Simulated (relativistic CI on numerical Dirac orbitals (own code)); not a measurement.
Method of calculation: Dirac-Coulomb-Breit CI, separate exchange-only KLI orbitals for each configuration, model QED, unscaled Slater integrals (own radial code, finite nucleus).

The strongest absorption lines from the ground level of an ion, among the configurations computed and to levels below about 711 eV (vacuum wavelength in nm, gf): 3.3935 (1.8), 3.3990 (2.5), 3.4027 (3.9), 3.6221 (0.081), 4.2996 (0.65), 5.1970 (2.5), 5.2901 (1.3), 5.7606 (0.11).

Problem. Which ion is it?
A. Pb⁴⁵⁺
B. Pb⁴⁷⁺
C. W³⁹⁺
D. Th⁵⁵⁺

Solution. B. Pb⁴⁷⁺ has 35 electrons and the ground level 4s²4p⁵ ²P°3/2; the strongest line goes to 4s²4p⁴4d ²D5/2. The pattern of lines fixes the number of electrons, and along that sequence the line energies rise steadily with the charge (about as its square where n changes within one kind of shell, about linearly where n is kept but much faster in heavy ions where fine structure, which grows about as Z⁴, sets the gap, and irregularly where shells cross), which fixes Z. Configurations outside the model, such as inner-shell arrays, can give stronger lines. At this charge energies of transitions that change n are usually good to better than 1 %, and those within a shell (Δn = 0) to a few per cent.

LS names give the leading component of a level, which can be under half, so a name can repeat, a term be missing and a line seem to break the LS rules.
